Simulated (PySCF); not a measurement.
```xyz
3

Cl     1.8590    -0.3632     0.0000
Ga    -0.0013     0.7328     0.0000
Cl    -1.8577    -0.3696     0.0000
```

Charge 0, multiplicity 2.

### Question
Give the Mulliken and meta-Löwdin atomic charges from PySCF with PBE-D3(BJ)/def2-TZVP // PBE0-D4/def2-TZVP.

### Answer

```tsv
atom	Mulliken (e)	meta-Löwdin (e)
Cl1	-0.21	-0.22
Ga2	0.41	0.45
Cl3	-0.21	-0.22
```
